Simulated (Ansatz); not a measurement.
Start from `[CH3][Ta]([NH2])(=[O])[F]` and change one atom or group to get `[CH3][Ta](=[O])([F])[F]`.

Ansatz, PBE0-D4/def2-TZVP geometries, multiplicity 1. Each molecule was computed in one conformer, which needn't be the lowest.

Elements past krypton have def2 core potentials.

```tsv
property	`[CH3][Ta]([NH2])(=[O])[F]`
HOMO energy (B3LYP/def2-TZVPP) / eV	-8.08
LUMO energy (PBE/def2-TZVPP) / eV	-1.95
HOMO energy (PBE0/def2-TZVPP) / eV	-8.32
HOMO energy (ωB97M-V/def2-TZVPP) / eV	-10.68
zero-point energy (PBE0-D4/def2-TZVP) / kJ/mol	172.1
LUMO energy (B3LYP/def2-TZVPP) / eV	-1.31
```

Question: What does the change do to each property? (Best estimate.)

Answer: Computed: 
```tsv
property	`[CH3][Ta](=[O])([F])[F]`	shift
HOMO energy (B3LYP/def2-TZVPP) / eV	-8.96	-0.88
LUMO energy (PBE/def2-TZVPP) / eV	-2.55	-0.60
HOMO energy (PBE0/def2-TZVPP) / eV	-9.20	-0.88
HOMO energy (ωB97M-V/def2-TZVPP) / eV	-11.49	-0.81
zero-point energy (PBE0-D4/def2-TZVP) / kJ/mol	111.0	-61.1
LUMO energy (B3LYP/def2-TZVPP) / eV	-1.94	-0.63
```

With PBE0 the HOMO falls by 0.88 eV and the LUMO falls by 0.61 eV, so the gap widens by about 0.27 eV. PBE moves the HOMO by -0.86 eV and ωB97M-V by -0.81 eV. The zero-point energy changes by -61.1 kJ/mol with -6 modes.

B3LYP here is the variant with VWN-RPA as its local correlation; programs differ in this.
